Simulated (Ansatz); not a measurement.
Reaction (substitution at a C–B bond): `CB(C)N[SiH3]` + `NCF` → `CNCF` + `CBN[SiH3]`

Program: Ansatz. Geometries: PBE0-D4/def2-TZVP. ΔE: electronic, gas phase. CBS: MP2 limit from def2 TZ/QZ plus the TZ coupled-cluster correction, frozen cores. Functionals use def2-TZVPP. Each species was taken in one conformer, which may not be the lowest.

```tsv
level	ΔE (kcal/mol)
B97M-V	19.0
BHLYP	16.6
HF/def2-SVP	14.7
CCSD/def2-TZVPP	17.4
```

Question: What does CCSD(T)/CBS give? (An estimate is asked.)

Answer: The calculation gave: +17.8 kcal/mol. The listed levels differ from it by 1.2, -1.2, -3.1, -0.4 kcal/mol.

Largest T1 diagnostic among the species: 0.012.

Leaving LDA and LC-ωPBE aside and taking each functional with its dispersion term where it has one, the values, not all of them listed here, spread over 2.2 kcal/mol, from BLYP-D4 to B97M-V. In def2-TZVPP, CCSD(T) changes the Hartree–Fock value by +1.9 kcal/mol (the triples alone add +0.1 kcal/mol) and MP2 by +2.5 kcal/mol.
